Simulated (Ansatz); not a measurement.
Born–Oppenheimer molecular dynamics of CH₅BrOZn (9 atoms, charge 0, multiplicity 1). It starts at the highest image of a converged band. Of that band: Neighbouring images differ by up to 1.6 eV, so the band resolves the path poorly. A vibrational analysis at the climbing image gives one clearly imaginary mode, 673i cm⁻¹: a first-order saddle point.

Method: RKS revPBE-D4/def2-SVP in Ansatz.

- ensemble: NVE (velocity Verlet)
- time step: 0.5 fs
- steps asked: 200
- starting velocities drawn for: 100 K
- seed: 8467

Frames 0.5 fs apart, positions in Å, forces in eV/Å.

Velocities at 60.0 fs (Å/ps):

```
Zn -1.94 2.70 2.84
Br 1.44 -2.00 -2.46
O 0.54 -2.15 -3.96
H 19.61 -3.51 5.95
C 0.47 2.68 5.10
H -4.74 -9.72 -3.02
H -11.58 -1.93 -2.54
H -8.88 -9.89 4.43
H 3.38 10.87 8.18
```

```xyz
9
Properties=species:S:1:pos:R:3:forces:R:3 time_fs=60.0 energy_less_start_eV=-0.119 T=232
Zn -0.728 0.148 -0.345 -0.21 0.28 0.30
Br 1.182 -1.535 -1.701 0.12 -0.26 -0.41
O -2.311 0.442 -1.142 -0.07 -0.16 -0.64
H 1.599 -0.982 -0.440 0.06 0.03 0.12
C 0.504 0.412 1.133 0.31 0.21 0.49
H -2.244 0.245 -2.101 -0.15 0.05 0.24
H 0.909 1.462 1.091 -0.10 -0.47 0.09
H 1.377 -0.290 1.263 -0.36 0.29 0.04
H -0.133 0.334 2.058 0.41 0.02 -0.23
9
Properties=species:S:1:pos:R:3:forces:R:3 time_fs=60.5 energy_less_start_eV=-0.126 T=239
Zn -0.729 0.150 -0.344 -0.20 0.27 0.31
Br 1.183 -1.536 -1.702 0.16 -0.20 -0.27
O -2.310 0.441 -1.144 -0.08 -0.16 -0.63
H 1.609 -0.983 -0.437 0.01 -0.03 -0.01
C 0.504 0.413 1.135 0.21 0.09 0.47
H -2.247 0.240 -2.102 -0.14 0.05 0.23
H 0.903 1.460 1.089 -0.01 -0.36 0.09
H 1.372 -0.295 1.266 -0.34 0.32 0.04
H -0.131 0.340 2.061 0.39 0.01 -0.23
9
Properties=species:S:1:pos:R:3:forces:R:3 time_fs=61.0 energy_less_start_eV=-0.131 T=245
Zn -0.730 0.151 -0.342 -0.19 0.26 0.32
Br 1.184 -1.537 -1.703 0.20 -0.14 -0.14
O -2.310 0.440 -1.146 -0.08 -0.15 -0.58
H 1.619 -0.985 -0.434 -0.03 -0.08 -0.14
C 0.504 0.414 1.138 0.09 -0.03 0.43
H -2.250 0.236 -2.103 -0.13 0.04 0.20
H 0.897 1.458 1.089 0.08 -0.22 0.08
H 1.366 -0.299 1.268 -0.29 0.32 0.04
H -0.128 0.345 2.065 0.35 0.00 -0.20
9
Properties=species:S:1:pos:R:3:forces:R:3 time_fs=61.5 energy_less_start_eV=-0.135 T=250
Zn -0.731 0.152 -0.341 -0.19 0.25 0.33
Br 1.184 -1.538 -1.705 0.24 -0.09 -0.01
O -2.310 0.439 -1.148 -0.08 -0.13 -0.51
H 1.629 -0.987 -0.431 -0.08 -0.13 -0.26
C 0.504 0.416 1.141 -0.03 -0.16 0.37
H -2.253 0.231 -2.103 -0.11 0.03 0.14
H 0.892 1.455 1.088 0.18 -0.06 0.07
H 1.360 -0.302 1.270 -0.22 0.31 0.04
H -0.124 0.350 2.067 0.30 -0.02 -0.16
9
Properties=species:S:1:pos:R:3:forces:R:3 time_fs=62.0 energy_less_start_eV=-0.138 T=252
Zn -0.732 0.154 -0.339 -0.18 0.24 0.34
Br 1.185 -1.539 -1.706 0.27 -0.04 0.10
O -2.309 0.438 -1.151 -0.09 -0.11 -0.42
H 1.639 -0.989 -0.429 -0.12 -0.17 -0.36
C 0.505 0.417 1.144 -0.16 -0.27 0.29
H -2.256 0.227 -2.103 -0.10 0.01 0.06
H 0.886 1.452 1.087 0.28 0.10 0.06
H 1.353 -0.304 1.273 -0.14 0.27 0.04
H -0.119 0.356 2.070 0.23 -0.03 -0.09
9
Properties=species:S:1:pos:R:3:forces:R:3 time_fs=62.5 energy_less_start_eV=-0.138 T=253
Zn -0.733 0.155 -0.338 -0.18 0.24 0.35
Br 1.186 -1.540 -1.707 0.30 0.00 0.18
O -2.309 0.437 -1.153 -0.09 -0.09 -0.32
H 1.648 -0.992 -0.428 -0.15 -0.20 -0.45
C 0.505 0.418 1.147 -0.29 -0.36 0.20
H -2.260 0.222 -2.103 -0.09 -0.01 -0.03
H 0.882 1.449 1.087 0.38 0.25 0.04
H 1.346 -0.306 1.276 -0.03 0.22 0.04
H -0.114 0.361 2.072 0.15 -0.05 -0.01
9
Properties=species:S:1:pos:R:3:forces:R:3 time_fs=63.0 energy_less_start_eV=-0.137 T=252
Zn -0.734 0.157 -0.336 -0.17 0.23 0.36
Br 1.187 -1.541 -1.708 0.32 0.03 0.25
O -2.309 0.435 -1.155 -0.09 -0.07 -0.22
H 1.657 -0.995 -0.428 -0.17 -0.23 -0.51
C 0.505 0.420 1.149 -0.40 -0.41 0.10
H -2.264 0.218 -2.103 -0.08 -0.04 -0.12
H 0.878 1.447 1.086 0.45 0.38 0.03
H 1.338 -0.307 1.278 0.07 0.16 0.04
H -0.109 0.366 2.074 0.06 -0.06 0.07
9
Properties=species:S:1:pos:R:3:forces:R:3 time_fs=63.5 energy_less_start_eV=-0.136 T=250
Zn -0.735 0.158 -0.335 -0.17 0.22 0.37
Br 1.187 -1.542 -1.710 0.34 0.05 0.29
O -2.309 0.434 -1.158 -0.09 -0.05 -0.13
H 1.665 -0.999 -0.429 -0.19 -0.24 -0.54
C 0.505 0.421 1.153 -0.50 -0.43 -0.01
H -2.268 0.213 -2.103 -0.06 -0.06 -0.19
H 0.875 1.446 1.086 0.51 0.47 0.02
H 1.331 -0.308 1.281 0.19 0.09 0.04
H -0.103 0.372 2.076 -0.02 -0.07 0.16
9
Properties=species:S:1:pos:R:3:forces:R:3 time_fs=64.0 energy_less_start_eV=-0.135 T=250
Zn -0.736 0.159 -0.333 -0.17 0.22 0.38
Br 1.188 -1.543 -1.711 0.34 0.06 0.31
O -2.309 0.433 -1.160 -0.08 -0.03 -0.07
H 1.674 -1.003 -0.431 -0.20 -0.24 -0.56
C 0.505 0.422 1.155 -0.58 -0.39 -0.11
H -2.272 0.208 -2.103 -0.05 -0.07 -0.25
H 0.874 1.446 1.086 0.55 0.51 0.01
H 1.325 -0.308 1.284 0.29 0.02 0.04
H -0.097 0.377 2.079 -0.10 -0.07 0.25
9
Properties=species:S:1:pos:R:3:forces:R:3 time_fs=64.5 energy_less_start_eV=-0.136 T=251
Zn -0.737 0.161 -0.332 -0.17 0.21 0.39
Br 1.189 -1.544 -1.712 0.33 0.06 0.30
O -2.309 0.432 -1.163 -0.08 -0.02 -0.03
H 1.681 -1.008 -0.435 -0.19 -0.24 -0.54
C 0.505 0.423 1.158 -0.63 -0.31 -0.20
H -2.277 0.203 -2.104 -0.04 -0.08 -0.27
H 0.874 1.447 1.086 0.56 0.49 0.00
H 1.319 -0.309 1.287 0.39 -0.04 0.03
H -0.092 0.381 2.082 -0.17 -0.07 0.31
9
Properties=species:S:1:pos:R:3:forces:R:3 time_fs=65.0 energy_less_start_eV=-0.140 T=255
Zn -0.738 0.162 -0.330 -0.17 0.21 0.39
Br 1.190 -1.545 -1.713 0.32 0.04 0.27
O -2.308 0.431 -1.165 -0.07 -0.02 -0.03
H 1.688 -1.014 -0.440 -0.18 -0.22 -0.50
C 0.505 0.424 1.161 -0.65 -0.20 -0.27
H -2.281 0.198 -2.106 -0.03 -0.08 -0.26
H 0.875 1.449 1.085 0.55 0.42 0.01
H 1.313 -0.309 1.290 0.46 -0.09 0.03
H -0.087 0.386 2.087 -0.23 -0.07 0.36
9
Properties=species:S:1:pos:R:3:forces:R:3 time_fs=65.5 energy_less_start_eV=-0.146 T=261
Zn -0.739 0.164 -0.329 -0.17 0.20 0.40
Br 1.191 -1.546 -1.714 0.29 0.02 0.21
O -2.308 0.429 -1.168 -0.07 -0.02 -0.06
H 1.695 -1.020 -0.446 -0.15 -0.19 -0.43
C 0.505 0.424 1.164 -0.64 -0.06 -0.31
H -2.286 0.193 -2.108 -0.02 -0.07 -0.21
H 0.877 1.452 1.085 0.52 0.31 0.01
H 1.310 -0.310 1.293 0.50 -0.12 0.02
H -0.083 0.390 2.091 -0.26 -0.06 0.38
```

Of the whole run (100 fs, mean temperature of the second half 301 K): The conserved energy stayed within 0.041 meV per atom of its start (net change 0.018 meV per atom), so the integration is sound. The system heated up, since it started high on the potential surface and ran downhill. A run of 0.1 ps of so small a system gives no equilibrium averages. The orbitals stay closed-shell, which can raise the energy where a bond breaks towards radicals; this wasn't checked here.

The run took 8.2 min on 2 threads of Arm Neoverse V1 (shared host), peak memory 0.32 GiB.
